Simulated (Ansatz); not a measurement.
Energy needed to pull apart CH₄OTe (SMILES OC[TeH]), singlet, into free ground-state atoms, from the structure below (displaced at random from a GFN2-xTB minimum); no zero-point or spin–orbit terms; open-shell atoms are treated unrestricted, in their ground-state multiplicity.

```xyz
7
angstrom
O -1.2640 -0.1148 -0.5136
C -0.2916 0.4975 0.1866
Te 1.7566 0.1706 -0.6307
H -1.1778 -1.0751 -0.2901
H -0.2160 0.3253 1.2158
H -0.4686 1.6195 0.0613
H 1.8588 -1.2799 0.1094
```

Ansatz 0.2.0; basis: def2-TZVPP; cores frozen in the correlated methods. Filled d shells of the heavier atoms are correlated. Core potentials replace the inner electrons of the atoms past krypton. The def2 sets are not built for correlating such inner shells, so the correlated values are less sure here.

| method | atomization energy (kJ/mol) |
| --- | --- |
| PBE-D4 | 2277 |
| r2SCAN-D4 | 2216 |
| PBE0-D4 | ? |
| CAM-B3LYP-D4 | 2214 |
| wB97X-V | 2213 |
| wB97M-V | 2207 |
| HF | 1472 |
| MP2 | 2184 |
| CCSD | ? |
| CCSD(T) | 2156 |

Q: What does CCSD give? (Judge from chemistry; the value comes from the calculation.)

A: By the calculation: 2113 kJ/mol, which is about 43 kJ/mol less than CCSD(T)/def2-TZVPP.

Q: What does PBE0-D4 give? (To be estimated.)

A: Computed: 2212 kJ/mol, which is about 55 kJ/mol more than CCSD(T)/def2-TZVPP.

In triple zeta the MP2 and coupled-cluster atomization energies are still short of their basis limit by a few kcal/mol a bond, whereas those of the functionals are nearly converged, so these differences are not deviations from converged CCSD(T).

No T1 diagnostic of these runs exceeds 0.012.

For scale, one of the runs: CCSD(T)/def2-TZVPP forces, 168 basis functions (an equivalent command: `ansatz run in.yaml --threads 4`). The run took 3.8 min on 4 CPU threads (shared host), with 3 GiB of host memory at its peak.
